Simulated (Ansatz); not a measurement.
Si2Sn5. The state is a singlet with charge 0. Geometry PBE-D4/def2-SVP.

```csv
atom,x (Å),y (Å),z (Å)
Si1,2.087,0.656,1.047
Si2,-0.034,1.416,0.544
Sn3,1.568,-1.729,-0.088
Sn4,-2.419,1.260,-0.415
Sn5,-0.628,-0.862,1.937
Sn6,-1.411,-1.403,-1.086
Sn7,0.837,0.662,-1.938
```

In the def2 sets Sn takes a core potential; there is no spin–orbit coupling. Another isomer (singlet) lies 1.15 eV lower at PBE0-D4/def2-TZVP; other spin states weren't run for this one.

(1) Estimate the orbital energies around the gap (eV) in Ansatz with PBE-D4/def2-TZVP, revPBE-D4/def2-TZVP, r2SCAN-D4/def2-TZVP, PBE0-D4/def2-TZVP, CAM-B3LYP-D4/def2-TZVP.

Results:

(1) 
| orbital | PBE-D4/def2-TZVP | revPBE-D4/def2-TZVP | r2SCAN-D4/def2-TZVP | PBE0-D4/def2-TZVP | CAM-B3LYP-D4/def2-TZVP |
| --- | --- | --- | --- | --- | --- |
| HOMO−5 | -6.13 | -6.06 | -6.39 | -6.92 | -7.81 |
| HOMO−4 | -5.85 | -5.79 | -6.11 | -6.69 | -7.67 |
| HOMO−3 | -5.84 | -5.77 | -6.08 | -6.53 | -7.28 |
| HOMO−2 | -5.08 | -5.01 | -5.28 | -5.77 | -6.60 |
| HOMO−1 | -4.85 | -4.79 | -5.06 | -5.53 | -6.39 |
| HOMO | -4.71 | -4.65 | -4.91 | -5.39 | -6.23 |
| LUMO | -3.45 | -3.38 | -3.50 | -2.97 | -2.13 |
| LUMO+1 | -3.08 | -2.99 | -3.06 | -2.53 | -1.69 |
| LUMO+2 | -2.89 | -2.81 | -2.87 | -2.37 | -1.55 |
| LUMO+3 | -2.71 | -2.63 | -2.69 | -2.13 | -1.18 |
| LUMO+4 | -2.48 | -2.40 | -2.41 | -1.92 | -1.07 |
| LUMO+5 | -1.89 | -1.80 | -1.74 | -1.29 | -0.47 |
